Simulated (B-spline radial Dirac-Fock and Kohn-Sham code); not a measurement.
# Ionisation of each subshell: Bi⁶⁴⁺

System: bismuth as Bi⁶⁴⁺, [Ar] 3d1; nuclear rms radius 5.5211 fm (A = 209).

The run's input, task.json:

```json
{"items": [{
  "Z": 83,
  "q": 64,
  "cfg": [[1, 0, 2], [2, 0, 2], [2, 1, 6], [3, 0, 2], [3, 1, 6], [3, 2, 1]],
  "A": 209,
  "rrms": 5.5211,
  "do": ["binding"]
}]}
```

Command: `python xray_run.py task.json out`

Calculated with a radial finite-basis atomic code, using relaxed Dirac-Fock hole states (ΔSCF) with Breit and QED corrections and a finite nucleus. No correlation. Energies are counted from the vacuum level.

All terms are in eV, carry their sign (relaxation lowers the binding energy) and add up to the binding energy; ⟨r⟩ is the mean radius of the orbital in the initial state.

```csv
subshell,−ε (Koopmans),relaxation,Breit,self-energy,vacuum polarisation,binding energy,⟨r⟩ (bohr)
K,96164.1,-39.38,-339.46,-227.97,49.47,95606.7,0.016
L1,21396.3,-9.65,-40.51,-35.62,7.32,21317.8,0.065
L2,20759.1,-12.79,-64.41,-1.75,0.57,20680.8,0.053
L3,18399.5,-10.16,-36.20,-3.22,-0.22,18349.7,0.062
M1,8318.7,-1.27,-9.50,-9.44,1.90,8300.3,0.161
M2,8056.0,-1.61,-15.47,-0.81,0.18,8038.3,0.151
M3,7445.6,-1.25,-8.59,-1.07,-0.06,7434.6,0.165
"M4,5",7063.5,-1.70,-4.75,0.25,-0.07,7057.2,0.145
```

For the deepest level, K (1s), the Breit terms make up -0.355 % of the binding energy, QED -0.187 % and orbital relaxation -0.041 %.

Spin-orbit splittings: 2p 2331.1 eV, 3p 603.7 eV.

Going to the tabulated ground configuration of the next ion removes an electron from M4,5 (3d), computed at 7057.2 eV. NIST lists 7137 ± 24 eV as the ionisation energy of this species (theoretical), +79.79 eV from the computed value. Where a p, d or f shell is open in either ion the computed value averages over both j values and all terms, while the table refers to the lowest levels; that difference holds spin-orbit splitting (largest in heavy or highly charged ions), term energies where several electrons share open shells, and correlation, and it can reach 10 % or more.
